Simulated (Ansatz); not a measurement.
# Abstraction of H: C2H8AlN + C2H6N → C2H7AlN + C2H7N

Gas-phase species: C2H8AlN `C[N](C)[AlH2]`, singlet; C2H6N `C[N]C`, doublet; C2H7AlN `C[N](C)[AlH]`, doublet; C2H7N `CNC`, singlet. A radical takes H: the energy is the difference in strength between the Al–H bond broken and the N–H bond made.

Shapes, held fixed at every level: PBE0-D4/def2-TZVP. Flexible molecules stand in one conformer, not always the lowest. Programs: Ansatz 0.2.0. The zero-point and thermal change to 298 K, harmonic and unscaled (PBE0-D4/def2-TZVP), is +18.2 kJ/mol.

| level | kind | ΔH(298 K) (kJ/mol) | CPU time (sum over the molecules) |
| --- | --- | --- | --- |
| MP2/def2-TZVPP | perturbation theory | -56.0 | – |
| HF/def2-TZVPP | Hartree–Fock | +5.6 | – |
| PBE-D4/def2-TZVPP | GGA | -38.8 | 35 s |
| B3LYP-D4/def2-TZVPP | global hybrid | -24.0 | 53 s |
| BHLYP-D4/def2-TZVPP | global hybrid | -15.4 | 44 s |
| r2SCAN0-D4/def2-TZVPP | global hybrid | -23.9 | 65 s |
| wB97X-V/def2-TZVPP | range-separated hybrid | -19.8 | 98 s |

wB97X-V/def2-TZVPP gives ΔH(298 K) = -19.8 kJ/mol; the levels span -56.0 to +5.6. They disagree on the sign: 1 of 7 are positive. The median of the levels is -23.9. No measured value is set beside it here. Open shells run unrestricted. Times are processor times on shared x86 and Arm servers, and rough.
